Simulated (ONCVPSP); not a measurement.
# niobium (Nb), ONCV: configuration errors across variants

niobium (Nb), optimised norm-conserving Vanderbilt (ONCV), made with ONCVPSP 4.0.1 (PBE, non-relativistic). Core [Ar] 3d10, reference 4s2 4p6 4d4 5s0.5 5p0.5. Waves: 4s+5s: rc 1.60 bohr, ncon 3, nbas 8, qcut 7.4 1/bohr, 2 projectors; 4p+5p: rc 1.75 bohr, ncon 3, nbas 6, qcut 6.6 1/bohr, 2 projectors; 4d: rc 2.15 bohr, ncon 5, nbas 9, qcut 6 1/bohr, 2 projectors, debl 1.3 Ha. Local part: polynomial inside 1.20 bohr (lpopt 5, dvloc0 6 Ha). Core correction: none.

All-electron excitation energies from the reference (eV): (1) 4s2 4p6 4d4 5s1 5p0 -1.330; (2) 4s2 4p6 4d4 5s0 5p0 4.976; (3) 4s2 4p6 4d3 5s0 5p0 19.225; (4) 4s2 4p6 4d3 5s1 5p1 1.748.

3 further variants failed, have other tests or another functional or relativity, and are left out.

Errors AE − PS in meV (a dash: test not solved or not reliable):

| change | (1) | (2) | (3) | (4) | bound ghosts | GHOST(+) flags above zero |
| --- | --- | --- | --- | --- | --- | --- |
| base | 0.0 | -0.1 | +0.5 | 0.0 | none | s, d |
| p: rc 2.2 | 0.0 | -0.1 | +0.7 | +0.2 | none | s, d |
| s: ncon 4, nbas 9 | 0.0 | -0.1 | +0.5 | +0.1 | none | d |
| local potential polynomial inside 1.20 bohr (lpopt 5, dvloc0 4.5 Ha) | 0.0 | -0.1 | +0.7 | 0.0 | none | s |
| d: rc 1.46 | 0.0 | -0.2 | +0.2 | -1.2 | none | s |
| d: qcut 8.4 | 0.0 | -0.2 | +0.3 | -0.8 | none | s |
| d: nbas 8 | 0.0 | -0.1 | +0.5 | -0.3 | none | s |
| d: debl 0.35 | 0.0 | -0.1 | +0.7 | 0.0 | none | s |

Task: Give the same row for: d: nproj 1.

Result: 0.0, -0.1, +1.1, +0.2; bound ghosts: none; GHOST(+) flags above zero: s.
